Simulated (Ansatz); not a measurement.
Ansatz results at the PBE0-D4/def2-TZVP geometry: HOMO energy (B3LYP/def2-TZVPP) -6.71 eV; LUMO energy (B3LYP/def2-TZVPP) -1.18 eV; HOMO–LUMO gap (ωB97M-V/def2-TZVPP) 9.77 eV.

Each molecule was computed in one conformer, which needn't be the lowest.

(1) Which molecule gave them?
A. `[NH2][Zr]([NH2])([F])[I]`
B. `[Cl][Zr]([Cl])([Cl])[Cl]`
C. `C[O][Zr]([SH])([SH])[O]C`
D. `[OH][Zr]([OH])([c]1ccccc1)[c]1ccccc1`

Results:

(1) C. The others give `[OH][Zr]([OH])([c]1ccccc1)[c]1ccccc1`: -6.66, -1.53, 9.46; `[Cl][Zr]([Cl])([Cl])[Cl]`: -9.42, -2.82, 11.38; `[NH2][Zr]([NH2])([F])[I]`: -7.02, -1.41, 9.92.

B3LYP here is the variant with VWN-RPA as its local correlation; programs differ in this.
